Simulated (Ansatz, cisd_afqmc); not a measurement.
Species: AlO, charge 0, doublet. AlO (SMILES [O]=[Al], doublet).
B3LYP-D3(BJ)/def2-TZVP minimum from Ansatz (a quantum-chemistry and plane-wave program):
```xyz
2

Al     0.0000     0.0000    -0.6200
O      0.0000     0.0000     1.0074
```
Charge 0, spin multiplicity 2.

Wanted: atomisation energy (electronic, to ground-state atoms), in kcal/mol. Open shells are spin-unrestricted; no spin-orbit coupling. Correlated methods leave the cores frozen. Rows without X2C or -DK are non-relativistic. AFQMC/CISD: phaseless, guided by CISD from CCSD amplitudes; bars are statistical, one sigma. Outlying blocks are dropped, and bars are widened where a walk drifts. Over all cases where full CI ran beside it in this data, AFQMC minus full CI had a median of +0.1 mEh and passed +0.4 mEh in a tenth of the cases. CBS(X,Y): correlation extrapolated as X^-3, Hartree-Fock from the larger set (Q,5: extrapolated as (X+1)exp(-9√X)). A bracket is a step between two methods taken in the basis named. Functionals run without relativity, which enters their misses. Double hybrids freeze cores in their MP2 part. 'core' is core correlation in cc-pwCVTZ (1s frozen past Ne), 'X2C' scalar relativity in cc-pVTZ-DK, both at CCSD(T). Where a partner has so few electrons that a lower coupled-cluster level is exact, that level stands in. The UHF reference of AlO ([O]=[Al], doublet) is spin-contaminated (<S^2> up to 0.06 over the pure value in the sets run). The determinant of AlO ([O]=[Al], doublet) is a saddle point of the SCF energy; a lower one exists, which strains HF and MP2.

```
level                                                                                                                      program  atomisation energy (kcal/mol)  difference against the last row
----------------------------------------------------------------------------------------------------------------------  ----------  -----------------------------  -------------------------------
r2SCAN/def2-TZVPD                                                                                                           Ansatz                          125.5                              2.5
wB97M-V/def2-TZVPD                                                                                                          Ansatz                          119.8                             -3.2
B2GP-PLYP/def2-TZVPD                                                                                                        Ansatz                          116.9                             -6.1
MP2/cc-pV(D+d)Z                                                                                                             Ansatz                           93.7                            -29.3
CCSD/cc-pV(D+d)Z                                                                                                            Ansatz                           94.8                            -28.2
CCSD(T)/cc-pV(T+d)Z                                                                                                         Ansatz                          112.9                            -10.1
CCSD(T)/cc-pV(5+d)Z                                                                                                         Ansatz                          119.1                             -3.9
CCSDT(Q)/cc-pV(Q+d)Z                                                                                                        Ansatz                          120.5                             -2.5
AFQMC/CISD/cc-pV(T+d)Z                                                                                                  cisd_afqmc                    113.6 ± 0.3                             -9.4
CCSD(T)/CBS(cc-pV(Q+d)Z,cc-pV(5+d)Z) + [CCSDT(Q) - CCSD(T)]/cc-pV(T+d)Z + core + X2C                                        Ansatz                          123.7                              0.7
CCSD(T)/CBS(cc-pV(Q+d)Z,cc-pV(5+d)Z) + [CCSDT(Q) - CCSD(T)]/cc-pV(Q+d)Z + [CCSDTQ - CCSDT(Q)]/cc-pV(D+d)Z + core + X2C      Ansatz                          123.0                              0.0
```
